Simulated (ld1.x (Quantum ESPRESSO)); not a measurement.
Configuration tests for selenium (PAW)

| Property | Result |
| --- | --- |
| Element | selenium |
| Generator | ld1.x (Quantum ESPRESSO) 7.5 |
| Type | PAW |
| Functional | LDA (PZ) |
| Relativity | scalar-relativistic |
| Frozen core | [Ar] |
| Valence charge | 16 |
| Reference configuration | 3d10 4s2 4p4 |
| Partial waves | 4s (bound): rcut 1.20, rcutus 1.70 bohr; 4s channel at -0.8 Ry: rcut 1.20, rcutus 1.70 bohr; 4p (bound): rcut 1.20, rcutus 1.45 bohr; 4p channel at 1 Ry: rcut 1.20, rcutus 1.45 bohr; 3d (bound): rcut 0.70, rcutus 0.85 bohr; 3d channel at -1.45 Ry: rcut 0.70, rcutus 0.85 bohr |
| Local potential | all-electron potential smoothed inside 0.70 bohr (lloc = -1) |
| Core correction | a·sin(br)/r model core, default radius (ld1.x builds one for every PAW set, though the input has nlcc=.false.) |
| Augmentation charge | BESSEL, radius 0.60 bohr |

Energies are relative to the spin-unpolarised reference configuration 3d10 4s2 4p4; without spin polarisation the order of configurations can differ from experiment. Spin-polarised rows fill each open shell by Hund’s rule, majority spin first.

| valence configuration | charge | ΔE all-electron (eV) | error AE − PS (meV) |
| --- | --- | --- | --- |
| 3d10 4s2 4p3 | +1 | 11.009 | -1.7 |
| 3d10 4s2 4p2 | +2 | 31.567 | -5.9 |
| 3d10 4s1 4p4 | +1 | 22.594 | +19 |
| 3d10 4s1 4p5 | 0 | 10.939 | +21 |
| 3d10 4s2 4p3.5 | +0.5 | 4.387 | -0.6 |
| 3d10 4s2 4p0 | +4 | 105.295 | -30 |
| 3d10 4s2 4p4 (spin-polarised) | 0 | -0.593 | +1.7 |
| 3d10 4s2 4p3 (spin-polarised) | +1 | 9.371 | +3.6 |

(1) What are ΔE and the potential's error for 3d10 4s2 4p1?

Note: ghost states, extra bound levels that the all-electron valence spectrum of the same l lacks: s at -3430.3 eV, p at -93.8 eV. A true bound ghost makes a file unfit for plane-wave use.

Results:

(1) ΔE = 62.723 eV all-electron; the error (AE − PS) is -14 meV.
